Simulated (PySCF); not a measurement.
# Spinor energies of V⁵⁺ (vanadium, charge +5)

Start: [Ar]. Calculated with PySCF 2.14 in an uncontracted even-tempered set (21 s from 0.2 bohr⁻², ratio 2.4; 14 p from 0.26 bohr⁻², ratio 2.4; 5 d from 2.8 bohr⁻², ratio 2.6; 5 f from 4.1 bohr⁻², ratio 2.6): generalised Hartree-Fock with the X2C-1e Hamiltonian and a Gaussian nucleus; one run each with spin-orbit coupling (SO) switched off, then screened by Boettger's factors.

```csv
spinor shell,electrons,"ε, spin-free (eV)","ε, screened SO (eV)",weight of nominal j (screened SO),"rms radius, screened SO (bohr)"
1s1/2,2,-5601.1,-5601.1,1.000,0.0768
2s1/2,2,-740.49,-740.48,1.000,0.332
2p1/2,2,-628.81,-633.74,1.000,0.300
2p3/2,4,-628.81,-626.39,1.000,0.303
3s1/2,2,-162.83,-162.83,1.000,0.968
3p1/2,2,-128.40,-129.09,1.000,1.02
3p3/2,4,-128.40,-128.06,1.000,1.02
```

| quantity | spin-free | screened SO |
| --- | --- | --- |
| E (hartree) | -942.35527 | -942.36455 |
| M_J | 0 | 0 |
| ⟨J²⟩ | 0.000 | 0.000 |
| ⟨L²⟩ | 0.000 | 0.000 |
| ⟨S²⟩ | 0.000 | 0.000 |

Without spin-orbit coupling the j labels of p, d and f shells carry no meaning; the spin-free column gives the mean over the occupied spinors of each nl shell.
